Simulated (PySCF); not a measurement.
AlF3, triplet, at a GFN2-xTB geometry (such geometries of metal compounds can be far from the true shape) (a higher spin typed on purpose: for a closed-shell molecule this is an excited state); DF-M062X/cc-pVTZ run with PySCF.

Here is a job for PySCF.
```python
from pyscf import gto, scf, dft

mol = gto.Mole()
mol.atom = '''
    Al   -0.36633561    0.17259454   -0.15490067
    F    -1.16378227   -1.34411033    0.29090488
    F     0.58193439    1.61824083   -0.53693236
    F     1.11099931   -0.52343372    0.46977289
'''
mol.basis = 'cc-pvtz'
mol.spin = 2
mol.verbose = 4
mol.build()

mf = dft.UKS(mol)
mf.xc = 'm062x'
mf = mf.density_fit(auxbasis='def2-universal-jkfit')
mf.kernel()
mf.analyze()
```

**Question.** What does PySCF print? Leave out banner, timings and long lists.

**Answer.** 
```
PySCF version 2.14.0

[INPUT] verbose = 4
[INPUT] num. atoms = 4
[INPUT] num. electrons = 40
[INPUT] charge = 0
[INPUT] spin (= nelec alpha-beta = 2S) = 2
[INPUT] symmetry False subgroup None
[INPUT] Mole.unit = angstrom
[INPUT] Symbol           X                Y                Z      unit          X                Y                Z       unit  Magmom
[INPUT]  1 Al    -0.366335610000   0.172594540000  -0.154900670000 AA   -0.692273972575   0.326156411195  -0.292719842812 Bohr   0.0
[INPUT]  2 F     -1.163782270000  -1.344110330000   0.290904880000 AA   -2.199229758925  -2.540000404899   0.549730551499 Bohr   0.0
[INPUT]  3 F      0.581934390000   1.618240830000  -0.536932360000 AA    1.099696619566   3.058031972289  -1.014655107816 Bohr   0.0
[INPUT]  4 F      1.110999310000  -0.523433720000   0.469772890000 AA    2.099484420481  -0.989146375162   0.887742102845 Bohr   0.0

nuclear repulsion = 152.817153680507
number of shells = 36
number of NR pGTOs = 185
number of NR cGTOs = 124
basis = cc-pvtz
ecp = {}

******** <class 'pyscf.df.df_jk.DFUKS'> ********
method = DFUKS
initial guess = minao
damping factor = 0
level_shift factor = 0
DIIS = <class 'pyscf.scf.diis.CDIIS'>
diis_start_cycle = 1
diis_space = 8
diis_damp = 0
SCF conv_tol = 1e-09
SCF conv_tol_grad = None
SCF max_cycles = 50
direct_scf = False
number electrons alpha = 21  beta = 19
XC library pyscf.dft.libxc version 7.1.2
    S. Lehtola, C. Steigemann, M. J. T. Oliveira, and M. A. L. Marques,  SoftwareX 7, 1–5 (2018)
XC functionals = m062x
    Y. Zhao and D. G. Truhlar,  Theor. Chem. Acc. 120, 215 (2008)
    Y. Zhao and D. G. Truhlar,  Theor. Chem. Acc. 120, 215 (2008)
radial grids:
    Treutler-Ahlrichs [JCP 102, 346 (1995); DOI:10.1063/1.469408] (M4) radial grids

becke partition: Becke, JCP 88, 2547 (1988); DOI:10.1063/1.454033
pruning grids: <function nwchem_prune>
grids dens level: 3
symmetrized grids: False
atomic radii adjust function: <function treutler_atomic_radii_adjust>
small_rho_cutoff = 0
Set gradient conv threshold to 3.16228e-05
tot grids = 61968
******** <class 'pyscf.df.df.DF'> ********
auxbasis = def2-universal-jkfit
init E= -541.867690317364

cycle= 1 E= -541.873531630903  delta_E= -0.00584  |g|= 0.386  |ddm|= 1.18
cycle= 2 E= -541.84987294943  delta_E= 0.0237  |g|= 0.529  |ddm|= 0.442

cycle= 3 E= -541.930105738616  delta_E= -0.0802  |g|= 0.124  |ddm|= 0.22

cycle= 4 E= -541.934408518987  delta_E= -0.0043  |g|= 0.0327  |ddm|= 0.0564

cycle= 5 E= -541.935038456634  delta_E= -0.00063  |g|= 0.0143  |ddm|= 0.0326

cycle= 6 E= -541.935157792616  delta_E= -0.000119  |g|= 0.00856  |ddm|= 0.012

cycle= 7 E= -541.935214253706  delta_E= -5.65e-05  |g|= 0.006  |ddm|= 0.00889

cycle= 8 E= -541.935249728812  delta_E= -3.55e-05  |g|= 0.00342  |ddm|= 0.00823

cycle= 9 E= -541.935269337576  delta_E= -1.96e-05  |g|= 0.00135  |ddm|= 0.00868

cycle= 10 E= -541.935272184978  delta_E= -2.85e-06  |g|= 0.00103  |ddm|= 0.00295

cycle= 11 E= -541.935273474365  delta_E= -1.29e-06  |g|= 0.000242  |ddm|= 0.00218

cycle= 12 E= -541.935273692984  delta_E= -2.19e-07  |g|= 0.000163  |ddm|= 0.000659

cycle= 13 E= -541.935273823055  delta_E= -1.3e-07  |g|= 0.000139  |ddm|= 0.00081

cycle= 14 E= -541.935273857019  delta_E= -3.4e-08  |g|= 4.69e-05  |ddm|= 0.000368

cycle= 15 E= -541.935273865201  delta_E= -8.18e-09  |g|= 1.55e-05  |ddm|= 0.000247

cycle= 16 E= -541.935273865536  delta_E= -3.35e-10  |g|= 8.02e-06  |ddm|= 3.22e-05

Extra cycle  E= -541.935273865596  delta_E= -6e-11  |g|= 8.52e-06  |ddm|= 9.91e-06
converged SCF energy = -541.935273865596  <S^2> = 2.0123544  2S+1 = 3.008225
**** SCF Summaries ****
Total Energy =                        -541.935273865596173
Nuclear Repulsion Energy =             152.817153680507090
One-electron Energy =                -1059.616283718648447
Two-electron Energy =                  364.863856172545240
Two-electron Coulomb Energy =          414.735291618252631
DFT Exchange-Correlation Energy =      -49.871435445707391
**** MO energy ****
                             alpha | beta                alpha | beta
MO #1   energy= -56.9484314474638  | -56.9445861237568  occ= 1 | 1
MO #2   energy= -25.3786406917956  | -25.3613786361116  occ= 1 | 1
MO #3   energy= -25.2556408376961  | -25.2454666024753  occ= 1 | 1
MO #4   energy= -25.2553848137709  | -25.2452350632351  occ= 1 | 1
MO #5   energy= -4.45154574464467  | -4.44568860093346  occ= 1 | 1
MO #6   energy= -2.95300415744553  | -2.95088628459112  occ= 1 | 1
MO #7   energy= -2.95216529115229  | -2.948756743642    occ= 1 | 1
MO #8   energy= -2.95034501700122  | -2.94865944831867  occ= 1 | 1
MO #9   energy= -1.44079816935969  | -1.38422333559556  occ= 1 | 1
MO #10  energy= -1.3273745333918   | -1.29432711561337  occ= 1 | 1
MO #11  energy= -1.32591930734012  | -1.29362873518041  occ= 1 | 1
MO #12  energy= -0.690464351417747 | -0.659541040293918 occ= 1 | 1
MO #13  energy= -0.689135374749545 | -0.610706861513494 occ= 1 | 1
MO #14  energy= -0.639552716012528 | -0.555957570758259 occ= 1 | 1
MO #15  energy= -0.587496666890155 | -0.551175662500464 occ= 1 | 1
MO #16  energy= -0.575444205414851 | -0.520604790478987 occ= 1 | 1
MO #17  energy= -0.548521798336644 | -0.519657172437647 occ= 1 | 1
MO #18  energy= -0.544686773704172 | -0.503768226687193 occ= 1 | 1
MO #19  energy= -0.534614096754209 | -0.454899160239528 occ= 1 | 1
MO #20  energy= -0.532349878795033 | -0.307256037630735 occ= 1 | 0
MO #21  energy= -0.253786657511862 | -0.141464950151354 occ= 1 | 0
MO #22  energy= -0.0288171229901604 | -0.0729117171555043 occ= 0 | 0
MO #23  energy= 0.0444429322374909 | -0.0119565516795426 occ= 0 | 0
MO #24  energy= 0.100442875746502  | 0.0777719525204432 occ= 0 | 0
MO #25  energy= 0.173422993009735  | 0.106486697671226  occ= 0 | 0
MO #26  energy= 0.195181834682002  | 0.113564005180725  occ= 0 | 0
MO #27  energy= 0.199126963859618  | 0.149729486458874  occ= 0 | 0
MO #28  energy= 0.211216419721616  | 0.164174520251413  occ= 0 | 0
MO #29  energy= 0.256177589665482  | 0.212381424666324  occ= 0 | 0

To work with the spin densities directly, `use mulliken_meta_spin()` only printing them here.

 ** Mulliken spin pop alpha/beta on meta-lowdin orthogonal AOs **
 ** Mulliken Spin Density (per AO)  **
spin_pop of  0 Al 1s        0.00001
spin_pop of  0 Al 2s        0.00037
spin_pop of  0 Al 3s        0.66008
spin_pop of  0 Al 4s        0.00496
spin_pop of  0 Al 5s        0.00003
spin_pop of  0 Al 2px       0.00000
spin_pop of  0 Al 2py       0.00000
spin_pop of  0 Al 2pz      -0.00001
spin_pop of  0 Al 3px       0.09718
spin_pop of  0 Al 3py       0.01068
spin_pop of  0 Al 3pz       0.01536
spin_pop of  0 Al 4px       0.00053
spin_pop of  0 Al 4py      -0.00030
spin_pop of  0 Al 4pz       0.00041
spin_pop of  0 Al 5px       0.00019
spin_pop of  0 Al 5py      -0.00001
spin_pop of  0 Al 5pz       0.00011
spin_pop of  0 Al 3dxy      0.00409
spin_pop of  0 Al 3dyz      0.00339
spin_pop of  0 Al 3dz^2     0.00672
spin_pop of  0 Al 3dxz     -0.00051
spin_pop of  0 Al 3dx2-y2   -0.00248
spin_pop of  0 Al 4dxy     -0.00039
spin_pop of  0 Al 4dyz     -0.00008
spin_pop of  0 Al 4dz^2    -0.00010
spin_pop of  0 Al 4dxz     -0.00008
spin_pop of  0 Al 4dx2-y2   -0.00009
spin_pop of  0 Al 4f-3     -0.00030
spin_pop of  0 Al 4f-2      0.00002
spin_pop of  0 Al 4f-1     -0.00001
spin_pop of  0 Al 4f+0     -0.00004
spin_pop of  0 Al 4f+1     -0.00012
spin_pop of  0 Al 4f+2     -0.00008
spin_pop of  0 Al 4f+3     -0.00002
spin_pop of  1 F 1s       -0.00000
spin_pop of  1 F 2s        0.01532
spin_pop of  1 F 3s        0.00288
spin_pop of  1 F 4s        0.00003
spin_pop of  1 F 2px       0.21485
spin_pop of  1 F 2py       0.04701
spin_pop of  1 F 2pz       0.01979
spin_pop of  1 F 3px      -0.00106
spin_pop of  1 F 3py       0.00075
spin_pop of  1 F 3pz      -0.00011
spin_pop of  1 F 4px      -0.00011
spin_pop of  1 F 4py       0.00018
spin_pop of  1 F 4pz      -0.00001
spin_pop of  1 F 3dxy      0.00016
spin_pop of  1 F 3dyz      0.00004
spin_pop of  1 F 3dz^2     0.00005
spin_pop of  1 F 3dxz      0.00002
spin_pop of  1 F 3dx2-y2   -0.00004
spin_pop of  1 F 4dxy      0.00004
spin_pop of  1 F 4dyz      0.00002
spin_pop of  1 F 4dz^2     0.00002
spin_pop of  1 F 4dxz      0.00000
spin_pop of  1 F 4dx2-y2    0.00001
spin_pop of  1 F 4f-3     -0.00000
spin_pop of  1 F 4f-2      0.00000
spin_pop of  1 F 4f-1      0.00000
spin_pop of  1 F 4f+0      0.00000
spin_pop of  1 F 4f+1      0.00000
spin_pop of  1 F 4f+2      0.00000
spin_pop of  1 F 4f+3      0.00000
spin_pop of  2 F 1s       -0.00000
spin_pop of  2 F 2s        0.01529
spin_pop of  2 F 3s        0.00288
spin_pop of  2 F 4s        0.00003
spin_pop of  2 F 2px       0.10839
spin_pop of  2 F 2py       0.13156
spin_pop of  2 F 2pz       0.04092
spin_pop of  2 F 3px       0.00021
spin_pop of  2 F 3py      -0.00026
spin_pop of  2 F 3pz      -0.00037
spin_pop of  2 F 4px       0.00004
spin_pop of  2 F 4py       0.00006
spin_pop of  2 F 4pz      -0.00004
spin_pop of  2 F 3dxy      0.00008
spin_pop of  2 F 3dyz      0.00003
spin_pop of  2 F 3dz^2     0.00006
spin_pop of  2 F 3dxz      0.00001
spin_pop of  2 F 3dx2-y2    0.00004
spin_pop of  2 F 4dxy      0.00006
spin_pop of  2 F 4dyz      0.00000
spin_pop of  2 F 4dz^2     0.00002
spin_pop of  2 F 4dxz      0.00000
spin_pop of  2 F 4dx2-y2   -0.00001
spin_pop of  2 F 4f-3     -0.00000
spin_pop of  2 F 4f-2      0.00000
spin_pop of  2 F 4f-1      0.00000
spin_pop of  2 F 4f+0      0.00000
spin_pop of  2 F 4f+1      0.00000
spin_pop of  2 F 4f+2      0.00000
spin_pop of  2 F 4f+3      0.00000
spin_pop of  3 F 1s       -0.00000
spin_pop of  3 F 2s        0.00291
spin_pop of  3 F 3s       -0.00014
spin_pop of  3 F 4s        0.00002
spin_pop of  3 F 2px       0.15118
spin_pop of  3 F 2py       0.41303
spin_pop of  3 F 2pz       0.03528
spin_pop of  3 F 3px       0.00021
spin_pop of  3 F 3py      -0.00034
spin_pop of  3 F 3pz       0.00000
spin_pop of  3 F 4px      -0.00012
spin_pop of  3 F 4py      -0.00014
spin_pop of  3 F 4pz      -0.00006
spin_pop of  3 F 3dxy     -0.00008
spin_pop of  3 F 3dyz      0.00001
spin_pop of  3 F 3dz^2     0.00005
spin_pop of  3 F 3dxz     -0.00001
spin_pop of  3 F 3dx2-y2   -0.00010
spin_pop of  3 F 4dxy     -0.00002
spin_pop of  3 F 4dyz     -0.00000
spin_pop of  3 F 4dz^2     0.00001
spin_pop of  3 F 4dxz      0.00000
spin_pop of  3 F 4dx2-y2   -0.00003
spin_pop of  3 F 4f-3     -0.00001
spin_pop of  3 F 4f-2     -0.00000
spin_pop of  3 F 4f-1      0.00001
spin_pop of  3 F 4f+0      0.00001
spin_pop of  3 F 4f+1      0.00000
spin_pop of  3 F 4f+2     -0.00000
spin_pop of  3 F 4f+3     -0.00000
 ** Mulliken Spin Density (per atom)  **
spin density of  0 Al =      0.79951
spin density of  1 F =      0.29982
spin density of  2 F =      0.29903
spin density of  3 F =      0.60165
 ** Mulliken pop alpha/beta on meta-lowdin orthogonal AOs **
 ** Mulliken pop       alpha | beta **
In total            21.00000 | 19.00000
 ** Mulliken atomic charges   ( Nelec_alpha | Nelec_beta ) **
charge of  0Al =      1.00376  (     6.39788      5.59837 )
charge of  1F =     -0.42591  (     4.86286      4.56305 )
charge of  2F =     -0.42641  (     4.86272      4.56369 )
charge of  3F =     -0.15144  (     4.87654      4.27489 )
Dipole moment(X, Y, Z, Debye):  0.19200, -0.09460,  0.08292
```
